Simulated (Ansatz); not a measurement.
Abridged output of a molecular run in Ansatz:

```
Functional definition: HF
  name "HF"
  cite "Fock, Z. Phys. 61, 126 (1930) doi:10.1007/BF01340294"
  parent pbe
  exchange = exact_x
  correlation = 0
these checks for a lower state are left out or cut short: cluster_reference
946 factors; integrals over basis functions are off by at most 4.9e-4 eV
mean field evaluation 1: about -33313.0071 eV, gradient 2.3e1 eV
mean field evaluation 2: about -33313.0249 eV, gradient 2.3e1 eV
mean field evaluation 4: about -33316.4673 eV, gradient 3.0e0 eV
mean field evaluation 8: about -33316.5922 eV, gradient 1.8e-1 eV
mean field evaluation 16: about -33316.3319 eV, gradient 1.7e0 eV
mean field -33316.59353202 eV, -1224.3622295035 hartree, gradient 2.6e-6 eV, S^2 0.759066; 2 other end points of the search recorded, 0 dependent functions left out
16 core orbitals not correlated: weight in the atoms' cores, before any rotation towards them, 1.000 or more for the frozen orbitals, at most 0.000 for the correlated occupied ones
reference -33316.59353202 eV, -1224.3622295035 hartree; 19, 18 occupied and 55, 56 virtual orbitals, 946 factors
second order -16.86500392 eV of doubles, -0.00000000 eV of singles
cycle   1  -17.09936786 eV  change   -2.3e-1 eV  update   1.1e-1
cycle   2  -17.59401631 eV  change   -4.9e-1 eV  update   3.4e-2
cycle   3  -17.71448035 eV  change   -1.2e-1 eV  update   1.9e-2
cycle   4  -17.71599354 eV  change   -1.5e-3 eV  update   6.0e-3
cycle   5  -17.71699629 eV  change   -1.0e-3 eV  update   3.4e-3
cycle   6  -17.71719221 eV  change   -2.0e-4 eV  update   1.4e-3
cycle   7  -17.71718734 eV  change    4.9e-6 eV  update   7.2e-4
cycle   8  -17.71746680 eV  change   -2.8e-4 eV  update   2.8e-4
cycle   9  -17.71733729 eV  change    1.3e-4 eV  update   9.2e-5
cycle  10  -17.71727885 eV  change    5.8e-5 eV  update   3.6e-5
cycle  11  -17.71729131 eV  change   -1.2e-5 eV  update   1.9e-5
perturbative correction -0.61441563 eV, -0.0225793580 hartree
Total energy: -33334.92523896 eV, -1225.0359073077 hartree
Checks for a lower state left out: cluster_reference
```

Its atoms:

Cartesian coordinates in Å:
```
N 1.0461 -0.8573 2.1132
C 0.5802 -0.3303 1.1991
Sn -0.2443 0.8311 -0.3772
Cl 1.0175 0.3232 -2.2543
Cl -2.3995 0.0333 -0.6808
```

(1) Which basis set was used?
A. def2-SVP
B. def2-QZVPP
C. cc-pV(T+d)Z
D. def2-TZVPPD

(2) Write the keys of the input that set method, charge and spin (a neutral closed shell needs none for the last two).

Answers

(1) A. It gives 90 functions.

(2) 
```yaml
magnetization: {spin_polarized: true, initial_magnetization: 1}
correlation: {method: ccsd_t}
scf: {omitted_lower_state_checks: [cluster_reference]}
```
